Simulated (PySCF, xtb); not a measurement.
B(AsH2)2(H) (As2BH5), SMILES [AsH2]B[AsH2].

Harmonic wavenumbers (cm⁻¹) from GFN2-xTB (xtb) at its own minimum, in rising order: 111, 143, 179, 411, 470, 542, 623, 656, 731, 753, 966, 995, 1005, 1849, 1855, 1866, 1877, 2569.

**Question.** What does PBE-D3(BJ)/def2-SVP in PySCF give at its own minimum? (Estimate from the structure and the level; the computed values follow.)

**Answer.** 116, 188, 216, 391, 475, 499, 582, 681, 741, 744, 940, 955, 981, 2142, 2144, 2166, 2169, 2566. Paired by order, the mean absolute difference is 84 cm⁻¹ and the zero-point energies are 25.2 and 26.7 kcal/mol.
